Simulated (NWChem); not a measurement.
The numbers come from NWChem runs, not from measurements. System: CH$_{2}$Cl, charge 0, spin multiplicity 2, at a geometry optimised with UPBE/def2-SVP. The structure started from a generated list of species. Its SCF solution wasn't tested for a lower state. Level: UHF/cc-pVTZ.

The NWChem input:

```
start mol
memory heap 200 mb stack 900 mb global 1100 mb
geometry units angstroms nocenter noautoz
  C      0.000000     0.000000    -1.118342
  Cl     0.000000     0.000000     0.587217
  H      0.967986     0.000000    -1.636316
  H     -0.967986     0.000000    -1.636316
  symmetry group C2v
end
basis spherical
  * library cc-pvtz
end
scf
  uhf
  nopen 1
  maxiter 100
  thresh 1e-7
  semidirect memsize 60000000 filesize 0
  # guess.movecs holds the orbitals of an unrestricted PBE0 run
  vectors input guess.movecs output mol.movecs
end
task scf energy
```

NWChem printed:

```
             Northwest Computational Chemistry Package (NWChem) 7.3.0
             --------------------------------------------------------

                                NWChem Input Module
                                -------------------

 Scaling coordinates for geometry "geometry" by  1.889725989
 (inverse scale =  0.529177249)

 Turning off AUTOSYM since
 SYMMETRY directive was detected!

                             Geometry "geometry" -> ""
                             -------------------------

 Output coordinates in angstroms (scale by  1.889725989 to convert to a.u.)

  No.       Tag          Charge          X              Y              Z
 ---- ---------------- ---------- -------------- -------------- --------------
    1 C                    6.0000     0.00000000     0.00000000    -1.11834200
    2 Cl                  17.0000     0.00000000     0.00000000     0.58721700
    3 H                    1.0000     0.96798600     0.00000000    -1.63631600
    4 H                    1.0000    -0.96798600     0.00000000    -1.63631600

 Effective nuclear repulsion energy (a.u.)      45.1236850837

            Nuclear Dipole moment (a.u.)
            ----------------------------
        X                 Y               Z
 ---------------- ---------------- ----------------
     0.0000000000     0.0000000000     0.0000094486

      Symmetry information
      --------------------

 Group name             C2v
 Group number             16
 Group order               4
 No. of unique centers     3

      Symmetry unique atoms

     1    2    3


 Summary of "ao basis" -> "" (spherical)
 ------------------------------------------------------------------------------
       Tag                 Description            Shells   Functions and Types
 ---------------- ------------------------------  ------  ---------------------
 *                          cc-pvtz                   on all atoms

 Summary of "ao basis" -> "ao basis" (spherical)
 ------------------------------------------------------------------------------
       Tag                 Description            Shells   Functions and Types
[...]
 Vector   15  Occ=0.000000D+00  E= 1.996404D-01  Symmetry=b1
              MO Center= -2.4D-15,  7.4D-31, -2.0D+00, r^2= 5.6D+00
   Bfn.  Coefficient  Atom+Function         Bfn.  Coefficient  Atom+Function
  ----- ------------  ---------------      ----- ------------  ---------------
    67      2.494581  3 H  s                 81     -2.494581  4 H  s
    11     -2.005632  1 C  px                 8     -0.358840  1 C  px
    45      0.360486  2 Cl px                66      0.151172  3 H  s
    80     -0.151172  4 H  s

 center of mass
 --------------
 x =   0.00000000 y =   0.00000000 z =   0.14721221

 moments of inertia (a.u.)
 ------------------
         114.867043761595           0.000000000000           0.000000000000
           0.000000000000         121.611562206516           0.000000000000
           0.000000000000           0.000000000000           6.744518444921

  Mulliken analysis of the total density
  --------------------------------------

    Atom       Charge   Shell Charges
 -----------   ------   -------------------------------------------------------
    1 C    6     6.17   1.96  0.82  0.16  0.33  0.76  1.50  0.55  0.02  0.07  0.01
    2 Cl  17    17.11   2.00  1.88  1.17  0.19  0.67  5.82  2.89  1.07  1.35  0.02  0.05  0.01
    3 H    1     0.86   0.26  0.48  0.09  0.01  0.02  0.00
    4 H    1     0.86   0.26  0.48  0.09  0.01  0.02  0.00

  Mulliken analysis of the alpha density
  --------------------------------------

    Atom       Charge   Shell Charges
 -----------   ------   -------------------------------------------------------
    1 C    6     3.65   0.98  0.44  0.09  0.18  0.52  1.01  0.40  0.01  0.03  0.00
    2 Cl  17     8.56   1.00  0.94  0.58  0.10  0.33  2.91  1.45  0.54  0.66  0.01  0.03  0.00
    3 H    1     0.39   0.12  0.22  0.03  0.01  0.02  0.00
    4 H    1     0.39   0.12  0.22  0.03  0.01  0.02  0.00

   Mulliken analysis of the beta density
   -------------------------------------

    Atom       Charge   Shell Charges
 -----------   ------   -------------------------------------------------------
    1 C    6     2.52   0.98  0.38  0.07  0.15  0.25  0.49  0.15  0.01  0.04  0.00
    2 Cl  17     8.56   1.00  0.94  0.58  0.10  0.34  2.91  1.44  0.53  0.69  0.01  0.02  0.00
    3 H    1     0.46   0.14  0.26  0.05  0.00  0.01  0.00
    4 H    1     0.46   0.14  0.26  0.05  0.00  0.01  0.00

   Mulliken analysis of the spin density
   -------------------------------------

    Atom       Charge   Shell Charges
 -----------   ------   -------------------------------------------------------
    1 C    6     1.14  -0.00  0.06  0.01  0.03  0.27  0.52  0.26 -0.00 -0.01 -0.00
    2 Cl  17     0.00   0.00  0.00  0.00  0.00 -0.00  0.00  0.00  0.01 -0.03  0.00  0.01  0.00
    3 H    1    -0.07  -0.02 -0.05 -0.02  0.00  0.01  0.00
    4 H    1    -0.07  -0.02 -0.05 -0.02  0.00  0.01  0.00

       Multipole analysis of the density wrt the origin
       ------------------------------------------------

     L   x y z        total         alpha         beta         nuclear
     -   - - -        -----         -----         ----         -------
     0   0 0 0     -0.000000    -13.000000    -12.000000     25.000000

     1   1 0 0     -0.000000      0.000000     -0.000000      0.000000
     1   0 1 0      0.000000      0.000000      0.000000      0.000000
     1   0 0 1     -0.574186      0.637678     -1.211873      0.000009

     2   2 0 0    -13.762170    -10.355999    -10.098323      6.692152
     2   1 1 0     -0.000000     -0.000000     -0.000000      0.000000
     2   1 0 1      0.000000     -0.000000      0.000000      0.000000
     2   0 2 0    -15.257882     -8.735773     -6.522109      0.000000
     2   0 1 1     -0.000000     -0.000000      0.000000      0.000000
     2   0 0 2    -12.787025    -42.365028    -37.276599     66.854601

 Task  times  cpu:        2.1s     wall:        2.1s

 Total times  cpu:        2.1s     wall:        2.1s
```
